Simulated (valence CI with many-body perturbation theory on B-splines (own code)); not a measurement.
The numbers below are computed, except where a source is named.
## Sensitivity of CI+MBPT for La⁶⁺

Method: valence CI with perturbative core correlation (CI+MBPT): five valence electrons over a frozen Dirac-Fock core [Kr] 4d10, radial functions for each j: 5 s, 5 p, 5 d, 5 f, 2 g, with the one-electron correlation potential Σ1, the two-electron term Σ2, the three-electron term Σ3, Breit, model QED; selected CI, second order for the rest, scaled by the run's own slope (own B-spline code, finite nucleus).

With an open or low-lying f shell, different configurations can be misplaced against each other by up to about 5,000 cm⁻¹. No measured spectrum was set against this ion. As an estimate, levels hold to about 250 cm⁻¹ or 0.2 % of their energy and the worst to 1 %, as in measured heavy ions of charge 2 to 7; those with d or f electrons hold less well. Among the levels kept, up to 1300 cm⁻¹ of a level comes from second order outside the variational space, and about a tenth of that is noise between levels of different J, which matters for small intervals.

The reference run has the lowest level (5s^2 5p1/2^2 5p3/2) J=3/2 and an ionisation energy of 89.2503 eV. Its largest variational space holds 9998 state functions.

Levels are named by their leading jj configuration (3d3/2^4 stands for four electrons in 3d with j = 3/2), which in mixed levels can hold well under half, so a name can repeat and another be missing. Letters in brackets count levels of one name in rising energy.

Changed runs:
A. shift of the energy in Σ1 (hartree) 0 → -2.017
B. averaging of valence orbitals over low configurations on → off
C. highest l with Σ1, explicit Σ2 and valence Breit (higher l get mean screening factors) 3 → 1; natural orbitals for correlation on → off
D. size limit of the variational space 10000 → 100; second order for the rest on → off (bad on purpose)

Excitation energies of the reference run in cm⁻¹, and shifts in cm⁻¹:

```tsv
Level	Reference	A	B	C	D
(5s^2 5p1/2 5p3/2^2) J=3/2	19952	-55	0	+531	+1293
(5s^2 5p1/2 5p3/2^2) J=5/2	27129	-68	+0.7	+825	+2017
(5s^2 5p1/2 5p3/2^2) J=1/2	40975	-102	-8.6	+1426	+81
(5s^2 5p3/2^3) J=3/2	57878	-172	-5.1	+1158	+1642
(4f5/2 5s^2 5p1/2^2) J=5/2	113556	+1750	+291	+28314	-230
(4f7/2 5s^2 5p1/2^2) J=7/2	117225	+1745	+311	+27960	-32
(4f5/2 5s^2 5p1/2 5p3/2) J=7/2 [a]	129146	+1673	+291	+27894	+2405
(4f5/2 5s^2 5p1/2 5p3/2) J=5/2 [a]	129481	+1684	+291	+28016	+290
(4f7/2 5s^2 5p1/2 5p3/2) J=7/2 [a]	132085	+1679	+304	+27793	+1936
(4f7/2 5s^2 5p1/2 5p3/2) J=9/2 [a]	132121	+1653	+306	+27374	-610
(4f5/2 5s^2 5p1/2 5p3/2) J=3/2 [a]	133774	+1673	+300	+28042	-132
(4f7/2 5s^2 5p1/2 5p3/2) J=5/2 [a]	134759	+1675	+308	+27758	+5470
Ionisation energy (eV)	89.2503	-0.3088	-0.0018	-0.0445	-0.7287
```
